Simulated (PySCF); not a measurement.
PySCF job for CH2NS, SMILES [C](=S)N, multiplicity 2, SMD-PBE0/def2-SVP. Geometry optimised at PBE0-D3(BJ)/def2-TZVP. The isomer is the one that the SMILES or the coordinates give; other isomers of the formula were not compared. The values are those of a single conformer.

```python
import numpy as np
from pyscf import gto, scf, dft
from pyscf.solvent import smd

mol = gto.M(
    atom='''
    N    -0.11994945   -1.59239767    0.00000000
    C     0.42516674   -0.40253624    0.00000000
    S    -0.06507990    1.10666048    0.00000000
    H    -1.12511728   -1.72647885    0.00000000
    H     0.45504137   -2.41808777    0.00000000
    ''',
    basis='def2-SVP',
    charge=0,
    spin=1,
    max_memory=1600,
    verbose=3,
)
mf = dft.UKS(mol, xc='pbe0').density_fit(auxbasis='def2-universal-jkfit')
mf.grids.level = 3
mf.conv_tol = 1e-9
mf.max_cycle = 100
mf.kernel()
fine, coarse = mf.grids, dft.Grids(mol).set(level=1).build(with_non0tab=True)
for _ in range(3):  # follow internal instabilities
    mf.grids = coarse
    mo, _, stable, _ = mf.stability(return_status=True, nroots=4)
    mf.grids = fine
    if stable:
        break
    mf.kernel(mf.make_rdm1(mo, mf.mo_occ))
res = {}
for name in ['water', 'diethylether', 'ethanol']:
    s = mf.SMD()
    s.with_solvent.solvent, s.with_solvent.sasa_ng = name, 302
    s.kernel(mf.make_rdm1())
    res[name] = (s.e_tot, s.with_solvent.get_cds(), s.dip_moment(), s.mo_energy, s.converged)
    print(f'SMD {name}: dG(solv) = {(s.e_tot - mf.e_tot) * 627.509474:.3f} kcal/mol, of which CDS {res[name][1] * 627.509474:.3f}')
```

Log of the run:

```

WARN: HOMO -0.166991421389035 >= LUMO -0.166991421389034

converged SCF energy = -491.754938108174  <S^2> = 0.75472443  2S+1 = 2.0047189
<class 'pyscf.df.df_jk.DFUKS'> wavefunction is stable in the internal stability analysis
converged SCF energy = -491.762014896326  <S^2> = 0.7548807  2S+1 = 2.0048748
Dipole moment(X, Y, Z, Debye): -1.39390, -4.91230, -0.00000
SMD water: dG(solv) = -4.441 kcal/mol, of which CDS 3.476
converged SCF energy = -491.763658188233  <S^2> = 0.75482131  2S+1 = 2.0048155
Dipole moment(X, Y, Z, Debye): -1.29008, -4.51704,  0.00000
SMD diethylether: dG(solv) = -5.472 kcal/mol, of which CDS -0.116
converged SCF energy = -491.765308321524  <S^2> = 0.75487198  2S+1 = 2.0048661
Dipole moment(X, Y, Z, Debye): -1.37862, -4.85835, -0.00000
SMD ethanol: dG(solv) = -6.507 kcal/mol, of which CDS 1.054
```

Self-consistency was reached.
